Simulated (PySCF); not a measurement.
## Simulated characterisation data

PySCF calculation with coordinates at the GFN2-xTB level and PBE0/pcSseg-1 with gauge-including orbitals; no solvent, one conformer, rapidly exchanging positions averaged, relativity neglected.

Shifts are taken against calculated references (same method and geometry level): TMS for 1H (σ = 31.72 ppm), 13C (σ = 186.93 ppm). Where no couplings were computed, multiplicities follow the n + 1 count of equivalent neighbours, and m marks all less simple cases (inequivalent or close neighbours, rings, F or P nearby). Shifts are as computed. Against solution values, carbons near 30 ppm lie about +3 ppm off and those near 130 ppm about +5 ppm. Of 1211 compounds with measured shifts, 218 miss one by over three times the rms of a fit or turn the order of signals round; such compounds aren't used in these exercises.

Compound 1 (C7H10N2). 1H NMR (500 MHz, computed): δ 7.50 (m, 1H), 6.77 (m, 1H), 6.77 (m, 1H), 6.08 (m, 1H), 5.55 (m, 1H), 4.32 (q, 2H), 1.30 (t, 3H). 13C{1H} NMR (computed): δ 143.6 (C), 141.9 (CH), 130.4 (CH), 119.9 (CH2), 108.9 (CH), 47.2 (CH2), 19.2 (CH3). Structure: SMILES C=Cc1ccnn1CC.

Compound 2 (C3H14OSi3). 1H NMR (500 MHz, computed): δ 5.21 (m, 1H), 4.06 (d, 3H), 3.91 (d, 3H), 3.75 (s, 3H), 0.15 (d, 3H), -0.42 (m, 1H). 13C{1H} NMR (computed): δ 52.8 (CH3), -4.1 (CH3), -12.5 (CH). Structure: `CO[Si@H](C)C([SiH3])[SiH3]`.
